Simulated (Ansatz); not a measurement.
A run for Ansatz (a quantum-chemistry and plane-wave program): U-CCSD(T)/cc-pVDZ on LiH (SMILES [LiH]), a point of a bond scan (R = 3.181 Å).

Ansatz 0.2 input:
```yaml
crystal:
  periodic: [false, false, false]
  atoms:
    - {symbol: Li, position_ang: [-0.00000000, -0.00000000, -0.39768258]}
    - {symbol: H, position_ang: [0.00000000, 0.00000000, 2.78377806]}
basis:
  gaussian:
    orbitals: cc-pVDZ
correlation: {method: ccsd_t, electrons: all}
scf: {omitted_lower_state_checks: [cluster_reference]}
magnetization: {spin_polarized: true, initial_magnetization: 0}
```

Program output:

```
Functional definition: HF
[...]
these checks for a lower state are left out or cut short: cluster_reference
integrals: 0.00 GiB planned
172 factors; integrals over basis functions are off by at most 7.6e-4 eV
mean field: 0.04 GiB planned
mean field evaluation 1: about -214.4119 eV, gradient 5.4e0 eV
mean field evaluation 2: about -214.4121 eV, gradient 5.4e0 eV
mean field evaluation 4: about -215.0826 eV, gradient 2.4e-1 eV
mean field evaluation 8: about -215.0838 eV, gradient 2.5e-6 eV
mean field evaluation 16: about -215.9327 eV, gradient 3.0e-6 eV
mean field evaluation 32: about -215.7735 eV, gradient 2.1e0 eV
mean field evaluation 64: about -215.9327 eV, gradient 1.6e-2 eV
mean field evaluation 96: about -214.4045 eV, gradient 4.0e0 eV
mean field -215.93267145 eV, -7.9353793114 hartree, gradient 1.6e-6 eV, S^2 0.886584; 11 other end points of the search recorded, 0 dependent functions left out
reference -215.93267145 eV, -7.9353793114 hartree; 2, 2 occupied and 17, 17 virtual orbitals, 172 factors
second order -0.06163066 eV of doubles, -0.00000000 eV of singles
coupled cluster: 0.04 GiB planned
cycle   1  -0.07980667 eV  change   -1.8e-2 eV  update   3.1e-2
cycle   2  -0.11676966 eV  change   -3.7e-2 eV  update   2.8e-2
cycle   3  -0.18355057 eV  change   -6.7e-2 eV  update   2.4e-2
cycle   4  -0.20059667 eV  change   -1.7e-2 eV  update   1.6e-2
cycle   5  -0.23924374 eV  change   -3.9e-2 eV  update   1.3e-2
cycle   6  -0.25264921 eV  change   -1.3e-2 eV  update   1.2e-2
cycle   7  -0.28890651 eV  change   -3.6e-2 eV  update   1.1e-2
cycle   8  -0.33259883 eV  change   -4.4e-2 eV  update   9.7e-3
cycle   9  -0.33739980 eV  change   -4.8e-3 eV  update   7.8e-3
cycle  10  -0.37729628 eV  change   -4.0e-2 eV  update   7.2e-3
cycle  11  -0.40041315 eV  change   -2.3e-2 eV  update   3.5e-3
cycle  12  -0.39437844 eV  change    6.0e-3 eV  update   2.0e-3
cycle  13  -0.39865005 eV  change   -4.3e-3 eV  update   1.1e-3
cycle  14  -0.39839166 eV  change    2.6e-4 eV  update   3.2e-4
cycle  15  -0.39825417 eV  change    1.4e-4 eV  update   1.8e-4
cycle  16  -0.39857383 eV  change   -3.2e-4 eV  update   8.9e-5
cycle  17  -0.39844878 eV  change    1.3e-4 eV  update   3.3e-5
cycle  18  -0.39853137 eV  change   -8.3e-5 eV  update   1.7e-5
cycle  19  -0.39852848 eV  change    2.9e-6 eV  update   8.1e-6
cycle  20  -0.39853504 eV  change   -6.6e-6 eV  update   3.0e-6
cycle  21  -0.39853825 eV  change   -3.2e-6 eV  update   1.3e-6
cycle  22  -0.39853925 eV  change   -1.0e-6 eV  update   5.8e-7
coupled cluster: 0.04 GiB planned
perturbative correction -0.00134565 eV, -0.0000494517 hartree
Total energy: -216.33255635 eV, -7.9500748103 hartree
Checks for a lower state left out: cluster_reference
```

The calculation finished and met its thresholds. Its determinant has ⟨S²⟩ = 0.89, a mixture of spin states.

Cost: roughly 0.5 core-seconds.
